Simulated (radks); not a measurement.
Results of a calculation; reference values are marked as such.
Valence configurations of Sm III (all share [Xe]). Code: a radial shooting solver on a logarithmic mesh with Libxc functionals. Model: Dirac Kohn-Sham, LDA (Slater exchange, Perdew-Wang correlation), spin-unpolarised, spherical densities, finite nucleus; open shells fill j = l - 1/2 first; Fermi nuclear charge, rms radius 5.0819 fm. Energies are relative to 4f6; eigenvalues in eV.

valence      E (eV)  e(4f5/2)  e(5d3/2)  e(6p1/2)  e(6s1/2)
4f6           0.000   -16.094         -         -         -
4f5.5 5d0.5   1.563   -18.829   -14.704         -         -
4f5.5 6p0.5   3.699   -20.600         -   -11.570         -
4f5 5d1       4.171   -21.831   -15.483         -         -
4f5 6s1       5.157   -24.515         -         -   -16.074
4f5 6p1       9.155   -25.481         -   -12.601         -
4f4 6s2      17.478   -34.359         -         -   -17.917
4f4 5d1 6p1  19.069   -32.312   -19.724   -13.081         -
4f4 6s1 6p1  21.911   -35.289         -   -13.958   -18.413
4f4 6p2      26.389   -36.200         -   -14.376         -

NIST lists [Xe] 4f6 as the ground configuration; this level of theory agrees among the configurations tried. The energies are those of spherical spin-averaged densities, not of single terms.
